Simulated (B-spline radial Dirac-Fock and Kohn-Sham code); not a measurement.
The computed values come from a radial B-spline solver: Dirac-Fock densities.

**Question.** This computed X-ray form factor belongs to an atom or ion in its tabulated ground configuration. Which?

| sin θ/λ (Å⁻¹) | f₀ |
| --- | --- |
| 0.12 | 23.913 |
| 0.14 | 23.881 |
| 0.17 | 23.825 |
| 0.28 | 23.530 |
| 0.61 | 21.882 |
| 0.72 | 21.123 |
| 1.17 | 17.398 |
| 2.23 | 9.464 |
| 2.62 | 7.756 |

**Answer.** Tb⁴¹⁺, with 24 electrons in [Ar] 3d6. f₀ tends to the number of electrons as s goes to zero, which the first rows give only roughly, and the rate of fall reflects the nuclear charge, 65.
